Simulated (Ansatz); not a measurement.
Kohn–Sham single points on `CC[O][In]([Cl])[Cl]`.

```yaml
crystal:
  periodic: [false, false, false]
  atoms:
    - {symbol: C, position_ang: [0.024840, -1.363318, 0.549761]}
    - {symbol: C, position_ang: [1.005253, -0.225061, 0.378862]}
    - {symbol: O, position_ang: [0.405366, 1.042185, 0.565504]}
    - {symbol: In, position_ang: [-0.874139, 1.749908, -0.740190]}
    - {symbol: Cl, position_ang: [-1.125260, 0.699726, -2.782786]}
    - {symbol: Cl, position_ang: [-2.049571, 3.662285, -0.272118]}
    - {symbol: H, position_ang: [0.532791, -2.328489, 0.475255]}
    - {symbol: H, position_ang: [-0.743846, -1.339012, -0.230869]}
    - {symbol: H, position_ang: [-0.464769, -1.304604, 1.524216]}
    - {symbol: H, position_ang: [1.795852, -0.297225, 1.134715]}
    - {symbol: H, position_ang: [1.493484, -0.296374, -0.602350]}
basis:
  gaussian: {orbitals: def2-TZVPP}
hamiltonian: {xc: r2scan, dispersion: d4}
output: {forces: true, orbitals: {seedname: orbitals}}
```

```sh
$ ansatz run in.yaml --threads 4 --pin off --events-out ev --progress --plain --max-ram 11315MiB
```

It prints (some lines left out):

```
Functional definition: r2SCAN
1782 factors; their error is unknown
mean field evaluation 1: about -34412.9370 eV, gradient 7.6e1 eV
mean field evaluation 2: about -34299.8863 eV, gradient 2.0e2 eV
mean field evaluation 4: about -34425.1225 eV, gradient 1.3e1 eV
mean field evaluation 8: about -34425.4683 eV, gradient 1.8e-1 eV
mean field evaluation 16: about -34425.4325 eV, gradient 8.5e-4 eV
mean field -34425.43245456 eV, -1265.1113083088 hartree, gradient 4.6e-5 eV, S^2 0.000000; 0 other end points of the search recorded, 0 dependent functions left out
reference -34425.43247316 eV, -1265.1113089924 hartree; 40, 40 occupied and 257, 257 virtual orbitals, 1782 factors
Total energy: -34425.50388009 eV, -1265.1139331488 hartree
Atom 0 at     0.024840    -1.363318     0.549761 Å, force    -0.081241    -0.092424     0.028164 eV/Å
Atom 1 at     1.005253    -0.225061     0.378862 Å, force     0.179841    -0.221014    -0.096352 eV/Å
Atom 2 at     0.405366     1.042185     0.565504 Å, force    -0.010240     0.240670     0.198052 eV/Å
Atom 3 at    -0.874139     1.749908    -0.740190 Å, force    -0.053034    -0.008026    -0.039137 eV/Å
Atom 4 at    -1.125260     0.699726    -2.782786 Å, force    -0.008917    -0.045232    -0.102822 eV/Å
Atom 5 at    -2.049571     3.662285    -0.272118 Å, force    -0.040290     0.075186     0.021396 eV/Å
Atom 6 at     0.532791    -2.328489     0.475255 Å, force    -0.009474     0.010519     0.001650 eV/Å
Atom 7 at    -0.743846    -1.339012    -0.230869 Å, force     0.009101     0.015881     0.007114 eV/Å
Atom 8 at    -0.464769    -1.304604     1.524216 Å, force     0.008178     0.001365    -0.016538 eV/Å
Atom 9 at     1.795852    -0.297225     1.134715 Å, force    -0.000569     0.019488     0.009092 eV/Å
Atom 10 at     1.493484    -0.296374    -0.602350 Å, force     0.006646     0.003586    -0.010619 eV/Å
Dipole moment:     0.207631    -0.327835     0.132124 e Å
```

It took 7.5 s on 4 threads of an Arm Neoverse V2 on a shared host, with 0.53 GiB of host memory at the peak.

The same input with `hamiltonian: {xc: {name: LC-wPBE}}` and no forces (abridged; 3.9 s):

```
Functional definition: LC-wPBE
mean field evaluation 16: about -34418.8629 eV, gradient 1.5e-4 eV
mean field -34418.86293092 eV, -1264.8698827681 hartree, gradient 5.6e-5 eV, S^2 0.000000
Total energy: -34418.86293093 eV, -1264.8698827685 hartree
```

Changing it to `hamiltonian: {xc: {name: wB97M-V}}` (abridged; 19 s):

```
Functional definition: wB97M-V
mean field evaluation 16: about -34423.0327 eV, gradient 2.4e-4 eV
mean field -34423.03270684 eV, -1265.0231192069 hartree, gradient 3.3e-5 eV, S^2 0.000000
Total energy: -34423.03277892 eV, -1265.0231218556 hartree
Atom 0 force    -0.128686    -0.144781     0.020547 eV/Å
Atom 1 force     0.344304    -0.126746     0.000846 eV/Å
Atom 2 force    -0.176326     0.214589    -0.020841 eV/Å
Atom 3 force     0.013724    -0.016888    -0.008904 eV/Å
Atom 4 force     0.008755     0.017683     0.052377 eV/Å
Atom 5 force     0.016175    -0.028628    -0.004799 eV/Å
Atom 6 force    -0.039463     0.077780     0.004407 eV/Å
Atom 7 force     0.040231     0.008056     0.043919 eV/Å
Atom 8 force     0.038741     0.006070    -0.070354 eV/Å
Atom 9 force    -0.069211    -0.018435    -0.084980 eV/Å
Atom 10 force    -0.048244     0.011299     0.067783 eV/Å
Dipole moment:     0.176977    -0.307355     0.099178 e Å
```

The same input with `hamiltonian: {xc: hse06, dispersion: d4}` and no forces (abridged; 6 s):

```
Functional definition: HSE06
mean field evaluation 16: about -34413.6599 eV, gradient 2.4e-4 eV
mean field -34413.65992766 eV, -1264.6786759251 hartree, gradient 7.0e-5 eV, S^2 0.000000
Total energy: -34413.88873203 eV, -1264.6870843304 hartree
```

The same input with `hamiltonian: {xc: {name: B97M-V}}` and no forces (abridged; 15 s):

```
Functional definition: B97M-V
mean field evaluation 16: about -34420.5093 eV, gradient 1.6e-3 eV
mean field -34420.50928842 eV, -1264.9303852903 hartree, gradient 3.9e-5 eV, S^2 0.000000
Total energy: -34420.50937718 eV, -1264.9303885520 hartree
```

The same input with `hamiltonian: {xc: {name: PBE-QIDH}}` and no forces (abridged; 11 s):

```
Functional definition: PBE-QIDH
mean field evaluation 16: about -34391.1252 eV, gradient 3.7e-4 eV
mean field -34391.12518931 eV, -1263.8505395652 hartree, gradient 4.4e-6 eV, S^2 0.000000
17 core orbitals not correlated: weight in the atoms' cores, before any rotation towards them, 1.000 or more for the frozen orbitals, at most 0.000 for the correlated occupied ones
second order -37.90176597 eV of doubles, -0.00000000 eV of singles
Total energy: -34403.75912869 eV, -1264.3148282740 hartree
```

HSE06 is the plane-wave form, built on full-range PBE exchange.
